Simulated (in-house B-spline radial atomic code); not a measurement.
The numbers below are computed, except where a source is named.
# Cr in an electron gas of r_s = 3.6: phase shifts, screening and friction

A nucleus sits in a uniform electron gas with a rigid positive background. The Kohn-Sham equations are solved self-consistently in the spin-unpolarised LDA (PW92), non-relativistic, on B-splines with outgoing waves at the boundary and partial waves to l = 8. The model has no lattice, no bands and no magnetic solution. Atomic units; δ_l are the phase shifts at the Fermi level, counted so that each bound state adds π, and good to about 0.0005. A narrow, partly filled d or f resonance in a thin gas would split by spin, so such rows rest on a solution that is probably unstable.

The density parameter is r_s = 3.6 bohr.

| l | δ_l (rad) |
| --- | --- |
| 0 | 9.7880 |
| 1 | 6.3968 |
| 2 | 1.7809 |
| 3 | -0.0257 |
| 4 | -0.0012 |
| 5 | -0.0003 |
| 6 | -0.0003 |
| 7 | -0.0004 |
| 8 | -0.0003 |

Bound levels below the band bottom (hartree): s -213.6, s -23.84, p -20.26, s -2.38, p -1.385.

(1) Check the Friedel sum rule, and say where the screening charge sits.

(2) Find the transport cross section and the electronic stopping of a 2 keV Cr ion (mass 52.0 u).

Results:

(1) k_F = (9π/4)^(1/3)/r_s = 0.53310. The rule is Z = (2/π) Σ (2l + 1) δ_l. The terms are s 6.231, p 12.217, d 5.669, f -0.115 and -0.019 beyond, in all 23.984 against Z = 24. Bound states hold 6 s, 12 p, 0 d electrons, so the scattering states carry 5.98 in all.

(2) σ_tr = (4π/k_F²) Σ (l + 1) sin²(δ_l − δ_(l+1)). The terms for l = 0 to 3 are 0.0610, 1.9814, 2.8363, 0.0024, all together 4.8811, so σ_tr = 44.217 × 4.8811 = 215.831 bohr². With n = 3/(4π r_s³) = 0.005117, the friction coefficient is Q = n k_F σ_tr = 0.5887. For v well below v_F = 0.533, dE/dx = Q v; with 24801 eV per u at v = 1, v = √(2000/(24801 × 52.0)) = 0.0394, so dE/dx = 0.02318 hartree/bohr = 11.9 eV/nm. The largest term couples the d and f waves.
